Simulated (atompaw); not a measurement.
# Ranking PAW (atompaw) potentials for oxygen (O)

All share these settings but for the change named:

oxygen (O), PAW, made with atompaw 4.2.0.5 (PBE, scalar-relativistic). Core [He], reference 2s2 2p3 (charge +1). Waves: 2s (bound): rc 1.90 bohr; 2s channel at -1.75 Ry: rc 1.90 bohr; 2p (bound): rc 1.90 bohr; 2p channel at -0.7 Ry: rc 1.90 bohr. Local part: troulliermartins scheme with l = 2 at 1 Ry, radius 1.55 bohr. Core correction: smooth core density matched at 1.00 bohr. Augmentation charge: sinc compensation charge, radius 1.65 bohr; PAW radius 1.90 bohr; waves and projectors: custom polynom gramschmidtortho.

Cutoff: the first of the cutoffs (Ry, on a coarse ladder) from which the occupation-weighted sum of valence levels, in a spherical-Bessel basis at the reference potential, stays within 10 and 1 mRy of its value at 400 Ry; the density cutoff is not measured.

The base gives 18 Ry.

Of 7 variants that were run, those that failed, showed a ghost or another fault, or gave nearly equal values are left out.

A variant can come out equal or close to the base.

Problem. Rank these variants from softest to hardest (loose cutoff).
A. wave 2s channel at -1.75 Ry: rc 1.90 bohr becomes 2s channel at -2.05 Ry: rc 1.90 bohr
B. wave 2p (bound): rc 1.90 bohr becomes 2p (bound): rc 1.76 bohr
C. all radii scaled by about 1.25 (s 2.38, p 2.38 bohr); local potential troulliermartins scheme with l = 2 at 1 Ry, radius 1.94 bohr; augmentation sinc compensation charge, radius 2.06 bohr; PAW radius 2.38 bohr; waves and projectors: custom polynom gramschmidtortho; core correction smooth core density matched at 1.26 bohr
D. wave 2p (bound): rc 1.90 bohr becomes 2p (bound): rc 1.74 bohr

Solution. C (12 Ry), A (18 Ry), B (21 Ry), D (25 Ry).
